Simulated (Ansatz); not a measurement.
Steps of a relaxation of `CB[SiH2]SC` with RKS PBE0-D4/def2-TZVP.

```sh
$ ansatz run in.yaml --threads 4 --pin off --events-out ev --progress --plain --max-ram 10444MiB
```

```yaml
crystal:
  periodic: [false, false, false]
  atoms:
    - {symbol: C, position_ang: [-1.935994, 1.254182, 1.274429]}
    - {symbol: B, position_ang: [-0.423482, 1.576087, 1.106721]}
    - {symbol: Si, position_ang: [0.858647, 0.416808, 0.052589]}
    - {symbol: S, position_ang: [-0.267355, -1.177350, -0.879301]}
    - {symbol: C, position_ang: [1.072671, -2.113488, -1.715215]}
    - {symbol: H, position_ang: [-1.932863, 0.649148, 2.221692]}
    - {symbol: H, position_ang: [-2.389566, 0.598555, 0.504740]}
    - {symbol: H, position_ang: [-2.588194, 2.125204, 1.489729]}
    - {symbol: H, position_ang: [0.056676, 2.530542, 1.698506]}
    - {symbol: H, position_ang: [1.600675, 1.227991, -0.989699]}
    - {symbol: H, position_ang: [1.939271, -0.158365, 0.946623]}
    - {symbol: H, position_ang: [1.805168, -2.507317, -0.982956]}
    - {symbol: H, position_ang: [1.596633, -1.485801, -2.463074]}
    - {symbol: H, position_ang: [0.594714, -2.965495, -2.235884]}
basis:
  gaussian: {orbitals: def2-TZVP}
hamiltonian: {xc: pbe0, dispersion: d4}
relax: {f_tol: 0.005, max_steps: 150}
```

Positions (Å) and forces (eV/Å) along the path, 9 of 11 steps:

```xyz
14
step=1 energy=-21601.2014 eV
C    -1.936    1.254    1.274   -0.269   -0.131    0.196
B    -0.423    1.576    1.107    0.000    0.229    0.153
Si    0.859    0.417    0.053    0.147   -0.178   -0.131
S    -0.267   -1.177   -0.879    0.584    0.077   -0.029
C     1.073   -2.113   -1.715    0.160   -0.120   -0.107
H    -1.933    0.649    2.222   -0.012    0.262   -0.422
H    -2.390    0.599    0.505    0.220    0.358    0.370
H    -2.588    2.125    1.490    0.329   -0.433   -0.143
H     0.057    2.531    1.699   -0.189   -0.343   -0.213
H     1.601    1.228   -0.990   -0.197   -0.191    0.199
H     1.939   -0.158    0.947   -0.272    0.097   -0.197
H     1.805   -2.507   -0.983   -0.416    0.231   -0.354
H     1.597   -1.486   -2.463   -0.309   -0.298    0.408
H     0.595   -2.965   -2.236    0.225    0.440    0.270
14
step=2 energy=-21601.2537 eV
C    -1.927    1.254    1.277   -0.098   -0.062    0.082
B    -0.420    1.565    1.101    0.013    0.086    0.058
Si    0.850    0.401    0.048    0.013   -0.072   -0.056
S    -0.259   -1.178   -0.876    0.166   -0.043   -0.047
C     1.081   -2.097   -1.706   -0.019    0.017    0.011
H    -1.932    0.653    2.213   -0.009    0.091   -0.149
H    -2.384    0.617    0.512    0.065    0.091    0.102
H    -2.563    2.123    1.486    0.099   -0.115   -0.037
H     0.056    2.509    1.683   -0.045   -0.099   -0.066
H     1.569    1.195   -1.001   -0.023   -0.037    0.075
H     1.909   -0.186    0.933   -0.047    0.054   -0.051
H     1.806   -2.472   -0.977   -0.112    0.059   -0.110
H     1.586   -1.467   -2.445   -0.079   -0.093    0.114
H     0.615   -2.945   -2.218    0.075    0.125    0.074
14
step=3 energy=-21601.2582 eV
C    -1.924    1.251    1.277    0.000   -0.008    0.020
B    -0.417    1.555    1.099    0.005    0.004   -0.023
Si    0.843    0.387    0.043   -0.029    0.034    0.036
S    -0.267   -1.188   -0.875    0.068    0.001   -0.007
C     1.078   -2.087   -1.701   -0.062    0.014    0.016
H    -1.935    0.658    2.210   -0.009   -0.004    0.009
H    -2.380    0.617    0.516   -0.004   -0.007   -0.016
H    -2.550    2.122    1.477   -0.006    0.017    0.002
H     0.061    2.497    1.671    0.009    0.002    0.005
H     1.568    1.184   -0.993   -0.007   -0.005   -0.027
H     1.906   -0.183    0.925    0.002   -0.027    0.007
H     1.802   -2.454   -0.974    0.016   -0.009    0.009
H     1.576   -1.453   -2.433    0.011    0.008   -0.016
H     0.626   -2.935   -2.214    0.006   -0.020   -0.016
14
step=5 energy=-21601.2588 eV
C    -1.928    1.256    1.281    0.000   -0.008    0.008
B    -0.420    1.556    1.101    0.002    0.003   -0.007
Si    0.842    0.387    0.048    0.000   -0.004   -0.001
S    -0.258   -1.193   -0.872   -0.001   -0.008   -0.001
C     1.082   -2.090   -1.706   -0.008    0.009    0.006
H    -1.944    0.664    2.215   -0.006    0.002   -0.002
H    -2.386    0.623    0.519    0.001    0.001   -0.002
H    -2.551    2.131    1.478    0.003    0.002   -0.001
H     0.062    2.496    1.672    0.003    0.000    0.002
H     1.563    1.180   -0.995   -0.001    0.001    0.002
H     1.904   -0.188    0.930    0.001    0.004    0.001
H     1.813   -2.454   -0.984    0.002   -0.002   -0.003
H     1.575   -1.456   -2.443    0.003   -0.001   -0.002
H     0.631   -2.941   -2.215    0.002   -0.001   -0.001
14
step=6 energy=-21601.2588 eV
C    -1.928    1.257    1.280    0.008   -0.009   -0.005
B    -0.419    1.551    1.105   -0.002    0.024    0.009
Si    0.842    0.388    0.048   -0.002   -0.024   -0.019
S    -0.255   -1.200   -0.864    0.000   -0.007   -0.005
C     1.083   -2.092   -1.706   -0.007    0.011    0.016
H    -1.954    0.667    2.215   -0.005    0.000    0.005
H    -2.385    0.626    0.516   -0.003    0.001   -0.002
H    -2.545    2.137    1.472   -0.013    0.008    0.005
H     0.065    2.487    1.684    0.000   -0.009   -0.007
H     1.554    1.180   -1.000    0.003    0.011   -0.003
H     1.909   -0.177    0.927    0.017   -0.008    0.011
H     1.817   -2.457   -0.988    0.007   -0.004   -0.002
H     1.572   -1.455   -2.443    0.001    0.003   -0.004
H     0.632   -2.942   -2.216   -0.002    0.002    0.000
14
step=7 energy=-21601.2589 eV
C    -1.930    1.260    1.280   -0.016    0.013    0.010
B    -0.419    1.549    1.106    0.001   -0.002    0.006
Si    0.840    0.381    0.049    0.000   -0.002    0.004
S    -0.254   -1.210   -0.857    0.002   -0.004    0.001
C     1.086   -2.091   -1.707    0.000    0.015   -0.020
H    -1.963    0.675    2.218    0.008   -0.011   -0.007
H    -2.389    0.631    0.516    0.002   -0.005    0.003
H    -2.545    2.143    1.471    0.004    0.005   -0.011
H     0.068    2.482    1.685    0.001    0.000   -0.002
H     1.549    1.176   -1.001   -0.001    0.000    0.000
H     1.912   -0.181    0.928    0.002    0.001   -0.001
H     1.828   -2.452   -0.995   -0.003   -0.006    0.004
H     1.565   -1.450   -2.446    0.000    0.002    0.005
H     0.637   -2.943   -2.217    0.000   -0.006    0.009
14
step=8 energy=-21601.2590 eV
C    -1.930    1.261    1.280    0.008    0.002   -0.007
B    -0.419    1.549    1.108   -0.006   -0.003    0.002
Si    0.841    0.379    0.053    0.000    0.001    0.002
S    -0.253   -1.214   -0.851    0.001    0.001    0.000
C     1.085   -2.090   -1.708    0.001    0.000    0.001
H    -1.965    0.677    2.218    0.002   -0.001    0.000
H    -2.387    0.629    0.516   -0.002    0.000    0.002
H    -2.545    2.144    1.464   -0.001    0.001    0.000
H     0.068    2.484    1.683    0.001    0.000   -0.001
H     1.548    1.172   -1.000   -0.004   -0.001    0.001
H     1.915   -0.180    0.931    0.003    0.000    0.001
H     1.831   -2.452   -1.000   -0.001    0.000   -0.001
H     1.561   -1.445   -2.448    0.000    0.002    0.000
H     0.636   -2.942   -2.218    0.001   -0.002    0.000
14
step=9 energy=-21601.2590 eV
C    -1.931    1.262    1.279    0.005    0.005   -0.006
B    -0.418    1.547    1.110   -0.005   -0.003    0.001
Si    0.841    0.376    0.056   -0.001    0.002    0.000
S    -0.252   -1.220   -0.845    0.001   -0.001    0.002
C     1.086   -2.090   -1.709    0.002   -0.001   -0.001
H    -1.969    0.680    2.218    0.002   -0.001    0.000
H    -2.387    0.631    0.516   -0.001    0.000    0.002
H    -2.544    2.148    1.461   -0.001   -0.001    0.000
H     0.069    2.482    1.685    0.001    0.000    0.001
H     1.542    1.170   -1.000   -0.001    0.000    0.002
H     1.919   -0.179    0.931    0.000   -0.001   -0.001
H     1.835   -2.451   -1.004   -0.002    0.001   -0.001
H     1.557   -1.443   -2.449   -0.001    0.000    0.001
H     0.638   -2.943   -2.219    0.000    0.000    0.000
14
step=11 energy=-21601.2590 eV
C    -1.932    1.265    1.277   -0.002    0.005   -0.003
B    -0.418    1.544    1.112    0.000   -0.003    0.004
Si    0.841    0.373    0.059    0.003   -0.002   -0.002
S    -0.249   -1.228   -0.837   -0.001   -0.001    0.000
C     1.087   -2.090   -1.710    0.001    0.001    0.000
H    -1.974    0.683    2.216    0.002   -0.001    0.001
H    -2.389    0.635    0.513    0.000    0.000    0.000
H    -2.542    2.153    1.458    0.000   -0.002    0.000
H     0.071    2.476    1.691    0.000    0.000   -0.001
H     1.534    1.168   -1.001    0.001    0.001   -0.001
H     1.924   -0.177    0.929   -0.002    0.001    0.000
H     1.841   -2.449   -1.009    0.000    0.000    0.000
H     1.552   -1.439   -2.450   -0.001   -0.001    0.001
H     0.641   -2.944   -2.218   -0.001    0.001    0.001
```

Run time 51 s (4 threads of a server CPU on a shared host); peak host memory 0.67 GiB.
